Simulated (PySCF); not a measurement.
How methods differ on the excitation energy of Pd²⁺

Pd²⁺ [Kr] 4d8 (3F) → Pd²⁺ [Kr] 4d7 5s1 (5F), as a difference of total energies. Calculation: PySCF 2.14, in x2c-QZVPPall with one added diffuse shell each of s, p, d, f, g type (14s9p8d5f3g, 143 functions); the spin-free X2C one-electron Hamiltonian (Gaussian nucleus). The calculations carry no spin-orbit coupling.

| method | excitation energy (eV) |
| --- | --- |
| UHF | 6.000 |
| B97-3 | 6.893 |
| M06 | 7.248 |
| r2SCAN0 | 6.530 |
